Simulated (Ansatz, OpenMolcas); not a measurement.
## How basis sets differ on GaCl (SMILES [Cl][Ga])

The species is GaCl (2 atoms), meant as a singlet with charge 0. SMILES: `[Cl][Ga]`. The coordinates come from a PBE0-D4/def2-TZVP relaxation.

| atom | x (Å) | y (Å) | z (Å) |
| --- | --- | --- | --- |
| Cl | 0.0000 | 0.0000 | -0.0236 |
| Ga | 0.0000 | 0.0000 | 2.1922 |

Each level gives the HOMO–LUMO gap (eV). The values are calculated.

```csv
level,kind,program,value (eV),CPU time
HF/ANO-RCC-MB (DKH2),Hartree–Fock,OpenMolcas,10.82,2.5 s
HF/STO-3G,Hartree–Fock,Ansatz,10.97,0.41 s
HF/3-21G,Hartree–Fock,OpenMolcas,10.14,2.9 s
"HF/ANO-R1 (sfX2C, RICD fitting)",Hartree–Fock,OpenMolcas,10.65,4.7 s
HF/cc-pVTZ,Hartree–Fock,OpenMolcas,10.43,10 s
```

All-electron rows without a relativistic Hamiltonian named are non-relativistic. The values span 10.14 to 10.97 eV. A Hartree–Fock LUMO above zero doesn't converge with the basis: it sinks as sets grow more diffuse. Orbital gaps aren't excitation energies. Times are those of the runs behind each value, whatever else they computed, on shared processors of several kinds: orders of magnitude only.
